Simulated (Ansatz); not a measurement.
Consider the hydrogenolysis of a Mg–O bond: `[CH3][Mg][O][SiH3]` + H₂ → `[CH3][MgH]` + `O[SiH3]`.

Gas-phase electronic energies from Ansatz, PBE0-D4/def2-TZVP geometries. CCSD(T)/CBS adds triple-zeta CCSD(T) − MP2 to the extrapolated MP2 energy (def2 sets, frozen cores). This one scheme is used for every species. DFT in def2-TZVPP. For Mg outer-core shells are correlated without core-valence functions, which leaves a few kJ/mol of doubt a bond. Each species was taken in one conformer, which may not be the lowest.

`[CH3][Mg][O][SiH3]`:

Cartesian coordinates in Å:
```
C 2.111 -1.300 -1.363
Mg 0.567 -0.349 -0.367
O -0.776 0.477 0.500
Si -1.976 1.217 1.276
H 1.733 -2.050 -2.065
H 2.782 -1.813 -0.667
H 2.715 -0.592 -1.937
H -2.876 0.239 1.958
H -1.460 2.150 2.322
H -2.820 2.021 0.342
```

H₂:

```xyz
2

H     0.168    0.083   -0.323
H    -0.168   -0.083    0.323
```

`[CH3][MgH]`:

Cartesian coordinates in Å:
```
C -0.626 0.120 -0.441
Mg 1.056 -0.202 0.744
H -0.762 -0.676 -1.181
H -0.562 1.063 -0.994
H -1.544 0.161 0.155
H 2.437 -0.465 1.717
```

`O[SiH3]`:

```xyz
6

O    -0.360   -1.229    0.034
Si    0.106    0.346    0.159
H    -0.492   -1.589   -0.844
H     1.413    0.587   -0.512
H     0.228    0.619    1.609
H    -0.896    1.266   -0.447
```

```csv
level,ΔE (eV)
PBE-D4,1.38
r2SCANh-D4,1.49
B2PLYP,1.49
PBE,1.36
```

(1) What does CCSD(T)/CBS give? (Best estimate.)

Largest T1 diagnostic among the species: 0.011.

## Answers

(1) The calculation gave: +1.59 eV. The listed levels differ from it by -0.21, -0.10, -0.10, -0.23 eV.

In def2-TZVPP, CCSD(T) changes the Hartree–Fock value by +0.14 eV (the triples alone add +0.02 eV) and MP2 by +0.25 eV. Leaving LDA and LC-ωPBE aside and taking each functional with its dispersion term where it has one, the values, not all of them listed here, spread over 0.25 eV, from B97M-V to r2SCAN-D4. LDA lies −0.04 eV from PBE without D4.
